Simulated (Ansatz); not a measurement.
Job for Ansatz (a program for electronic structure): R-B3LYP/def2-TZVPP on FHSTe (SMILES F[Te]S), a point of a torsion scan. Elements past Kr take the def2 small-core potentials; no spin–orbit coupling.

Ansatz 0.2 input:
```yaml
crystal:
  periodic: [false, false, false]
  atoms:
    - {symbol: F, position_ang: [1.80340187, -0.69238916, 0.28450495]}
    - {symbol: Te, position_ang: [0.93777363, 1.04882118, -0.24372616]}
    - {symbol: S, position_ang: [-1.25412948, 0.40688466, 0.28644261]}
    - {symbol: H, position_ang: [-1.28849801, 0.79986721, 1.55997032]}
basis:
  gaussian:
    orbitals: def2-TZVPP
hamiltonian:
  xc: {name: B3LYP}
scf: {lower_state_search: off}
```

Task: Give the final energy of this run.

Result: -766.8434 hartree.
